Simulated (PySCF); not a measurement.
Mapped SMILES: `[CH3:1][Si:2]1([CH3:3])[CH2:4][C:5]([C:6]#[N:7])=[CH:8][O:9]1`. Each H is labelled by its parent atom.

PySCF 2.14.0 with density-fitted response routines calculation with shieldings: GIAO PBE0/pcSseg-1 and coordinates at the GFN2-xTB level; fast rotation and ring inversion assumed for equivalent nuclei, a single conformation, no solvent, non-relativistic Hamiltonian.

Scale: 13C (σ = 186.93 ppm) and 1H (σ = 31.72 ppm) and 29Si (σ = 349.16 ppm) against TMS; 15N (σ = 267.73 ppm) against NH3; H2O for 17O (σ = 336.08 ppm) (reference shieldings calculated alike).

```json
{"atoms": "C8", "nucleus": "13C", "count": "1", "Hirshfeld charge": "0.06", "δ (ppm)": "168.7"}
{"atoms": "H(C8)", "nucleus": "1H", "count": "1", "Hirshfeld charge": "0.07", "δ (ppm)": "?"}
{"atoms": "C6", "nucleus": "13C", "count": "1", "Hirshfeld charge": "0.06", "δ (ppm)": "121.7"}
{"atoms": "Si2", "nucleus": "29Si", "count": "1", "Hirshfeld charge": "0.48", "δ (ppm)": "44.6"}
{"atoms": "C4", "nucleus": "13C", "count": "1", "Hirshfeld charge": "-0.16", "δ (ppm)": "20.7"}
{"atoms": "N7", "nucleus": "15N", "count": "1", "Hirshfeld charge": "-0.24", "δ (ppm)": "321.4"}
{"atoms": "O9", "nucleus": "17O", "count": "1", "Hirshfeld charge": "-0.20", "δ (ppm)": "?"}
{"atoms": "H(C4)", "nucleus": "1H", "count": "2", "Hirshfeld charge": "0.05", "δ (ppm)": "1.68"}
{"atoms": "C1/C3", "nucleus": "13C", "count": "2", "Hirshfeld charge": "-0.21", "δ (ppm)": "?"}
{"atoms": "H(C1)/H(C3)", "nucleus": "1H", "count": "6", "Hirshfeld charge": "0.05", "δ (ppm)": "0.37"}
{"atoms": "C5", "nucleus": "13C", "count": "1", "Hirshfeld charge": "-0.03", "δ (ppm)": "95.1"}
```

**Question.** Complete the table.

**Answer.** 
- C1/C3: 0.8 ppm, methyl carbon bonded to Si; an electropositive neighbour leaves it electron-rich and shielded
- H(C8): 7.15 ppm, hydrogen on an alkene carbon bearing oxygen; a vinylic proton, deshielded by the sp2 carbon and the C=C anisotropy
- O9: 159.6 ppm, oxygen bonded to C, Si, in a 5-membered ring

Shifts are as computed. Against solution values, carbons near 30 ppm lie about +3 ppm off and those near 130 ppm about +5 ppm. Of 1309 compounds with measured shifts, 239 miss one by over three times the rms of a fit or turn the order of signals round; such compounds aren't used in these exercises. Experimental scales use liquid or dissolved standards, which lie at an offset from isolated NH3 (liquid NH3: subtract about 20 ppm) and H2O (liquid H2O: subtract about 36 ppm). Unscaled 15N shifts of sp2 nitrogen come out 20 to 40 ppm too high even then.
